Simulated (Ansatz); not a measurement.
One geometry of Ag₄F₃⁺, several levels of theory.

```yaml
crystal:
  periodic: [false, false, false]
  atoms:
    - {symbol: Ag, position_ang: [-1.945866, -1.669580, 3.038152]}
    - {symbol: Ag, position_ang: [1.146189, 0.990496, -1.792761]}
    - {symbol: Ag, position_ang: [-0.559172, 1.227591, 0.489441]}
    - {symbol: Ag, position_ang: [0.436254, -1.340800, -0.293965]}
    - {symbol: F, position_ang: [0.199284, 2.623383, -0.863182]}
    - {symbol: F, position_ang: [1.624002, -1.049933, -1.985081]}
    - {symbol: F, position_ang: [-0.900700, -0.781147, 1.407395]}
basis:
  gaussian: {orbitals: def2-TZVP, initial_orbitals: start.molden}
total_charge: 1
hamiltonian: {xc: pbe0, dispersion: d4}
scf: {omitted_lower_state_checks: [starts]}
output: {orbitals: {seedname: orbitals}}
```

The file start.molden holds the orbitals of an earlier run on this structure, at another level or in another basis.

```sh
$ ansatz run in.yaml --threads 4 --pin off --events-out ev --progress --plain --max-ram 4787MiB
```

Shortened log:

```
Functional definition: PBE0
2012 factors; their error is unknown
mean field evaluation 1: about -24113.9770 eV, gradient 2.3e2 eV
mean field evaluation 2: about -24133.6293 eV, gradient 2.3e1 eV
mean field evaluation 4: about -24140.8795 eV, gradient 1.4e0 eV
mean field evaluation 8: about -24141.0316 eV, gradient 2.0e-4 eV
mean field -24141.03156944 eV, -887.1665467979 hartree, gradient 1.9e-5 eV, S^2 0.000000; 0 other end points of the search recorded, 0 dependent functions left out
reference -24141.03162773 eV, -887.1665489401 hartree; 51, 51 occupied and 202, 202 virtual orbitals, 2012 factors
Total energy: -24141.29654141 eV, -887.1762843384 hartree
Checks for a lower state left out: starts
```

Hardware: 4 threads of Arm Neoverse V1 on a shared host. Wall time 9.5 s, peak host memory 1.1 GiB.

The first input with `hamiltonian: {xc: {name: B2PLYP}}` and without the key `output` (abridged; 16 s):

```
Functional definition: B2PLYP
mean field -24106.93960405 eV, -885.9136901784 hartree, gradient 4.6e-6 eV, S^2 0.000000
3 core orbitals not correlated: weight in the atoms' cores, before any rotation towards them, 1.000 or more for the frozen orbitals, at most 0.000 for the correlated occupied ones
second order -84.70244007 eV of doubles, -0.00000000 eV of singles
Total energy: -24129.80947820 eV, -886.7541425515 hartree
Checks for a lower state left out: starts
```

First input, but with `hamiltonian: {xc: pbe}`, `correlation: {method: rpa}` and without the key `output` (abridged; 19 s):

```
Functional definition: PBE
mean field -24143.15122522 eV, -887.2444427113 hartree, gradient 1.2e-6 eV, S^2 0.000000
3 core orbitals not correlated: weight in the atoms' cores, before any rotation towards them, 1.000 or more for the frozen orbitals, at most 0.000 for the correlated occupied ones
Total energy: -24116.15243919 eV, -886.2522556251 hartree
Checks for a lower state left out: starts
```

Geometry: r2SCAN-D4/def2-SVP.

In the def2 sets Ag takes a core potential; there is no spin–orbit coupling. Correlated methods freeze 3 core orbitals; core or outer-core shells of Ag are correlated, in sets that lack core-valence functions. At B2PLYP/def2-TZVP the test of the restricted singlet for broken spin symmetry was undecided. No other spin state of charge 1 was run. Another isomer (singlet) lies 0.35 eV lower at PBE0-D4/def2-TZVP; other spin states weren't run for this one.
